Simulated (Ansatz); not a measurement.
Abridged output of a molecular run in Ansatz:

```
Functional definition: HF
1041 factors; integrals over basis functions are off by at most 1.4e-3 eV
mean field evaluation 1: about -80888.4451 eV, gradient 2.0e1 eV
mean field evaluation 2: about -80888.4895 eV, gradient 2.0e1 eV
mean field evaluation 4: about -80889.9565 eV, gradient 3.0e0 eV
mean field evaluation 8: about -80889.9804 eV, gradient 9.0e-5 eV
mean field -80889.98039074 eV, -2972.6519501619 hartree, gradient 3.4e-6 eV, S^2 0.000000; 0 other end points of the search recorded, 0 dependent functions left out
20 core orbitals not correlated: weight in the atoms' cores, before any rotation towards them, 1.000 or more for the frozen orbitals, at most 0.000 for the correlated occupied ones
reference -80889.98039074 eV, -2972.6519501619 hartree; 18, 18 occupied and 69, 69 virtual orbitals, 1041 factors
second order -17.40143741 eV of doubles, -0.00000000 eV of singles
cycle   1  -18.03133592 eV  change   -6.3e-1 eV  update   9.2e-2
cycle   2  -18.55367609 eV  change   -5.2e-1 eV  update   2.7e-2
cycle   3  -18.61524873 eV  change   -6.2e-2 eV  update   1.1e-2
cycle   4  -18.61407468 eV  change    1.2e-3 eV  update   2.3e-3
cycle   5  -18.61405068 eV  change    2.4e-5 eV  update   6.9e-4
cycle   6  -18.61380229 eV  change    2.5e-4 eV  update   2.2e-4
cycle   7  -18.61379543 eV  change    6.9e-6 eV  update   7.7e-5
cycle   8  -18.61380647 eV  change   -1.1e-5 eV  update   2.8e-5
perturbative correction -0.51619137 eV, -0.0189696828 hartree
Total energy: -80909.11038858 eV, -2973.3549646156 hartree
```

Its atoms:

Z-matrix (Å, degrees):
```
C
Ge 1 1.953
S 1 1.805 2 112.6
H 1 1.093 2 108.0 3 116.8
H 1 1.091 2 110.5 3 -125.4
Cl 2 2.164 1 106.1 3 59.3
H 2 1.538 1 112.8 3 175.1
H 2 1.532 1 111.8 3 -56.8
H 3 1.344 1 96.8 2 -52.1
```

Task: Which basis set was used?
A. def2-TZVPPD
B. def2-SVP
C. cc-pV(Q+d)Z
D. cc-pV(T+d)Z

Result: B. It gives 107 functions.

Task: Write the keys of the input that set method, charge and spin (a neutral closed shell needs none for the last two).

Result: 
```yaml
correlation: {method: ccsd_t}
```
